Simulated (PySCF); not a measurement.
Simulation results for FH2Si

Computed with PySCF 2.14.0. Calculation on a computer-drawn molecule: vertical ionisation energy to the stated ion spin, frozen-core CCSD(T) at the basis limit and cheaper methods, single-reference cases, UHF for radicals, no spin-orbit; all values are single points at the evaluated structure, the first of each entry, which is the reference or a displaced copy of it and isn't optimised; the reference structure only sets the zero of the energies above reference; triples share is (T) over the correlation energy.

Common to all runs: charge 0; multiplicity 2; ion multiplicity 1; diffuse functions no; basis cc-pV(n+d)Z; reference is the Hartree-Fock double-zeta minimum; best is HF at quadruple zeta + MP2 correlation extrapolated from triple and quadruple zeta + CCSD(T) minus MP2 at triple zeta; basis step is the size of the change from the same recipe one zeta lower.

(1) FH2Si

Evaluated structure:
```xyz
4
FH2Si
F     -2.4316     0.7020     1.5118
Si    -2.6891     0.4209     3.1470
H     -1.4580    -0.1128     3.7495
H     -3.8804    -0.5876     3.1652
```

Reference structure:
```xyz
4
FH2Si
F     -2.3769     0.6420     1.5055
Si    -2.7052     0.4107     3.0751
H     -1.4815    -0.1055     3.7244
H     -3.8160    -0.5604     3.1690
```

* ionisation energy best: 9.253 eV
* ionisation energy basis step: 0.05818 eV
* energy above reference best: 3.249 kcal/mol
* energy above reference basis step: 0.2621 kcal/mol
* total energy HF triple zeta: -389.5967 hartree
* total energy CCSD(T) triple zeta: -389.9847 hartree
* total energy best: -390.0542 hartree
* T1 diagnostic at triple zeta: 0.01485
* D1 diagnostic at triple zeta: 0.04464
* spin squared at triple zeta: 0.7538
* ion T1 diagnostic at triple zeta: 0.01978
* ion D1 diagnostic at triple zeta: 0.0584
* triples share at triple zeta: 0.02811
* basis functions triple zeta: 97
* dipole magnitude HF at triple zeta: 1.884 debye
* dipole magnitude CCSD unrelaxed at triple zeta: 1.606 debye
* dipole magnitude PBE at triple zeta: 1.413 debye
* dipole magnitude r2SCAN at triple zeta: 1.497 debye
* dipole magnitude B3LYP at triple zeta: 1.579 debye
* dipole magnitude wB97X at triple zeta: 1.606 debye

Drawn bonds:
```tsv
atom	other atom	order
1	2	1
2	3	1
2	4	1
```

Triple zeta:
```tsv
method	ionisation energy (eV)	energy above reference (kcal/mol)
HF	9.12	4.592
PBE	9.144	1.837
r2SCAN	9.369	2.948
B3LYP	9.295	2.784
wB97X	9.222	3.003
MP2	9.135	3.388
CCSD	9.194	3.443
CCSD(T)	9.167	3.21
```

(2) FH2Si

Evaluated structure:
```xyz
4
FH2Si
F     -2.3900     0.6496     1.4991
Si    -2.7000     0.4125     3.0732
H     -1.4614    -0.1066     3.7313
H     -3.8118    -0.5550     3.1648
```

Reference structure:
```xyz
4
FH2Si
F     -2.3769     0.6420     1.5055
Si    -2.7052     0.4107     3.0751
H     -1.4815    -0.1055     3.7244
H     -3.8160    -0.5604     3.1690
```

* ionisation energy best: 9.11 eV
* ionisation energy basis step: 0.05275 eV
* energy above reference best: 0.07536 kcal/mol
* energy above reference basis step: 0.0001913 kcal/mol
* total energy HF triple zeta: -389.6038 hartree
* total energy CCSD(T) triple zeta: -389.9897 hartree
* total energy best: -390.0593 hartree
* T1 diagnostic at triple zeta: 0.01412
* D1 diagnostic at triple zeta: 0.04203
* spin squared at triple zeta: 0.7536
* ion T1 diagnostic at triple zeta: 0.0181
* ion D1 diagnostic at triple zeta: 0.05286
* triples share at triple zeta: 0.02736
* basis functions triple zeta: 97
* dipole magnitude HF at triple zeta: 1.495 debye
* dipole magnitude CCSD unrelaxed at triple zeta: 1.261 debye
* dipole magnitude PBE at triple zeta: 1.1 debye
* dipole magnitude r2SCAN at triple zeta: 1.168 debye
* dipole magnitude B3LYP at triple zeta: 1.243 debye
* dipole magnitude wB97X at triple zeta: 1.262 debye

Drawn bonds:
```tsv
atom	other atom	order
1	2	1
2	3	1
2	4	1
```

Triple zeta:
```tsv
method	ionisation energy (eV)	energy above reference (kcal/mol)
HF	8.946	0.1587
PBE	9.02	-0.06464
r2SCAN	9.235	0.03303
B3LYP	9.155	0.04146
wB97X	9.069	0.05139
MP2	8.988	0.1051
CCSD	9.047	0.08107
CCSD(T)	9.026	0.06493
```

(3) FH2Si

Evaluated structure:
```xyz
4
FH2Si
F     -2.3900     0.6496     1.4991
Si    -2.7000     0.4125     3.0732
H     -1.3951    -0.1344     3.7665
H     -3.8118    -0.5550     3.1648
```

Reference structure:
```xyz
4
FH2Si
F     -2.3769     0.6420     1.5055
Si    -2.7052     0.4107     3.0751
H     -1.4815    -0.1055     3.7244
H     -3.8160    -0.5604     3.1690
```

* ionisation energy best: 9.118 eV
* ionisation energy basis step: 0.05275 eV
* energy above reference best: 1.642 kcal/mol
* energy above reference basis step: 0.01583 kcal/mol
* total energy HF triple zeta: -389.6008 hartree
* total energy CCSD(T) triple zeta: -389.9873 hartree
* total energy best: -390.0568 hartree
* T1 diagnostic at triple zeta: 0.01428
* D1 diagnostic at triple zeta: 0.04246
* spin squared at triple zeta: 0.7538
* ion T1 diagnostic at triple zeta: 0.01822
* ion D1 diagnostic at triple zeta: 0.05295
* triples share at triple zeta: 0.02759
* basis functions triple zeta: 97
* dipole magnitude HF at triple zeta: 1.46 debye
* dipole magnitude CCSD unrelaxed at triple zeta: 1.227 debye
* dipole magnitude PBE at triple zeta: 1.066 debye
* dipole magnitude r2SCAN at triple zeta: 1.133 debye
* dipole magnitude B3LYP at triple zeta: 1.209 debye
* dipole magnitude wB97X at triple zeta: 1.225 debye

Drawn bonds:
```tsv
atom	other atom	order
1	2	1
2	3	1
2	4	1
```

Triple zeta:
```tsv
method	ionisation energy (eV)	energy above reference (kcal/mol)
HF	8.968	2.047
PBE	9.027	0.8613
r2SCAN	9.245	1.366
B3LYP	9.167	1.411
wB97X	9.087	1.498
MP2	9.001	1.861
CCSD	9.057	1.657
CCSD(T)	9.035	1.576
```

(4) FH2Si

Evaluated structure:
```xyz
4
FH2Si
F     -2.3900     0.6496     1.4991
Si    -2.7000     0.4125     3.0732
H     -1.3653    -0.1469     3.7823
H     -3.8118    -0.5550     3.1648
```

Reference structure:
```xyz
4
FH2Si
F     -2.3769     0.6420     1.5055
Si    -2.7052     0.4107     3.0751
H     -1.4815    -0.1055     3.7244
H     -3.8160    -0.5604     3.1690
```

- ionisation energy best: 9.12 eV
- ionisation energy basis step: 0.05287 eV
- energy above reference best: 2.944 kcal/mol
- energy above reference basis step: 0.01568 kcal/mol
- total energy HF triple zeta: -389.5984 hartree
- total energy CCSD(T) triple zeta: -389.9853 hartree
- total energy best: -390.0547 hartree
- T1 diagnostic at triple zeta: 0.01438
- D1 diagnostic at triple zeta: 0.04268
- spin squared at triple zeta: 0.754
- ion T1 diagnostic at triple zeta: 0.0183
- ion D1 diagnostic at triple zeta: 0.05305
- triples share at triple zeta: 0.02769
- basis functions triple zeta: 97
- dipole magnitude HF at triple zeta: 1.447 debye
- dipole magnitude CCSD unrelaxed at triple zeta: 1.214 debye
- dipole magnitude PBE at triple zeta: 1.053 debye
- dipole magnitude r2SCAN at triple zeta: 1.12 debye
- dipole magnitude B3LYP at triple zeta: 1.197 debye
- dipole magnitude wB97X at triple zeta: 1.212 debye

Drawn bonds:
```tsv
atom	other atom	order
1	2	1
2	3	1
2	4	1
```

Triple zeta:
```tsv
method	ionisation energy (eV)	energy above reference (kcal/mol)
HF	8.977	3.525
PBE	9.031	1.865
r2SCAN	9.249	2.557
B3LYP	9.172	2.607
wB97X	9.095	2.754
MP2	9.007	3.262
CCSD	9.061	2.962
CCSD(T)	9.039	2.849
```
